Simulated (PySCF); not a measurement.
# Electron correlation in N²⁺ (nitrogen, charge +2)

[He] 2s1 2p1 3s1, high-spin 4P determinant (an excited configuration). Calculation: PySCF 2.14, in aug-cc-pCVTZ-DK with one added diffuse shell each of s, p, d, f type (8s7p5d3f, 75 functions); the spin-free X2C one-electron Hamiltonian (Gaussian nucleus). Frozen: 1s2; 3 electrons correlated.

MP2 pair energies summed by pair of shells (mhartree):

| pair | energy | share (%) |
| --- | --- | --- |
| 2s-2p | -3.64 | 40.8 |
| 2s-3s | -3.03 | 34.0 |
| 2p-3s | -2.25 | 25.2 |

Total MP2 correlation energy: -8.92 mhartree.

Same-spin part -8.92 and opposite-spin part 0.00 mhartree; SCS-MP2 scales them by 1/3 and 6/5 to -2.97 mhartree.
